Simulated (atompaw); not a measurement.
**Logarithmic derivatives: holmium (Ho), PAW (atompaw)**

holmium (Ho), PAW, made with atompaw 4.2.0.5 (PBEsol, scalar-relativistic). Core [Kr], reference 4d10 4f11 5s2 5p6 5d0 6s1 6p0 (charge +1). Waves: 5s (bound): rc 2.30 bohr; 6s (bound): rc 2.30 bohr; 5p (bound): rc 1.80 bohr; 6p (bound, empty): rc 2.30 bohr; 4d (bound): rc 1.00 bohr; 5d (bound, empty): rc 2.30 bohr; 4f (bound): rc 1.10 bohr; 4f channel at 0.35 Ry: rc 1.10 bohr. Local part: troulliermartins scheme with l = 4 at 1 Ry, radius 1.95 bohr. Core correction: smooth core density matched at 1.30 bohr. Augmentation charge: sinc compensation charge, radius 1.95 bohr; PAW radius 2.30 bohr; waves and projectors: custom rrkj gramschmidtortho.

The phase is arctan(r·u′/u) with u = r·R(r), unwrapped; energies in Ry, scanned from -14 to 5 Ry. A pole is an energy at which the radial function vanishes at the test radius. The pseudo phase is shifted by a multiple of π to meet the all-electron one at the reference energy, and phase errors are pseudo minus all-electron; the curves can meet again beyond the range given. Levels narrower than the energy grid can be missing from the lists of poles.

Question: For each channel, where are the poles, and over which energies does the pseudopotential scatter like the atom?

Answer:

```csv
channel,radius (bohr),reference energy (Ry),"poles, all-electron","poles, pseudo",unbroken range about the reference energy with phases within 0.05 rad,phase error 1 Ry above the reference energy (rad)
s,2.31,-0.66,-3.93,"-3.93, 2.12",below 2.0,+0.003
p,2.31,-0.40,-1.79,-1.79,below 2.1,+0.001
d,2.31,-0.50,"-12.18, 1.33","-12.18, 1.35",below 4.4,+0.001
f,2.31,-0.71,-0.62,-0.62,the whole range,+0.000
```

Phases in the p channel:

```csv
E (Ry),all-electron,pseudo
-14.00,1.448,1.448
-13.04,1.442,1.443
-12.08,1.437,1.437
-11.12,1.430,1.430
-10.16,1.422,1.422
-9.20,1.412,1.413
-8.24,1.400,1.401
-7.28,1.385,1.385
-6.32,1.363,1.364
-5.36,1.331,1.332
-4.40,1.272,1.273
-3.44,1.094,1.095
-2.48,-1.025,-1.025
-1.52,-1.631,-1.631
-0.56,-1.762,-1.762
0.40,-1.885,-1.885
1.36,-2.127,-2.120
2.32,-2.989,-2.917
3.28,-4.146,-4.081
4.24,-4.463,-4.426
```
